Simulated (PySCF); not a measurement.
Electronic structure of C (carbon, neutral) at the UHF level

Configuration: [He] 2s2 2p1 3s1, high-spin 3P determinant (an excited configuration). Computed with PySCF 2.14 in x2c-QZVPPall with one added diffuse shell each of s, p, d, f type (8s5p4d3f1g, 73 functions), with scalar relativity by spin-free X2C-1e.

```json
{
  "Total energy": "-37.433968 hartree",
  "One-electron energy": "-48.8265 hartree",
  "Hartree (Coulomb) energy": "16.2443 hartree",
  "Exchange energy": "-4.8518 hartree",
  "⟨S²⟩": "2.0066",
  "⟨L²⟩": "2.024",
  "Sum of ⟨r⟩": "10.00 bohr",
  "Sum of ⟨r²⟩": "35.81 bohr²",
  "Traceless quadrupole moment −½Σ⟨3z² − r²⟩ along its main axis": "-0.495 e·bohr²",
  "Langevin diamagnetic susceptibility": "-28.4 ×10⁻⁶ cm³/mol"
}
```

```
shell  electrons  mean orbital energy (eV)  rms radius, mean of both spins (bohr)
 1s α          1                   -318.10                                  0.311
 1s β          1                   -317.16                                  0.311
 2s α          1                   -27.571                                   1.61
 2s β          1                   -23.564                                   1.61
 2p α          1                   -18.906                                   1.66
 3s α          1                    -3.329                                   5.26
```

The outer electron is Rydberg-like, and this basis confines it to a smaller radius and binds it less than a complete one would.

Spin-orbit constants ζ (cm⁻¹) from the X2C one-electron operator on these orbitals: bare nucleus, nucleus screened by l(l+1)(2l+1)/3 electrons, and screened by the Breit-Pauli mean field of the electrons.

| shell | bare | screened nucleus | mean field |
| --- | --- | --- | --- |
| 2p | 77.11 | 51.40 | 41.75 |

To first order the Landé constant is A = 20.88 cm⁻¹, so the lowest level has J = 0 and lies 0.00518 eV below the centre of the term. This holds in LS coupling only.
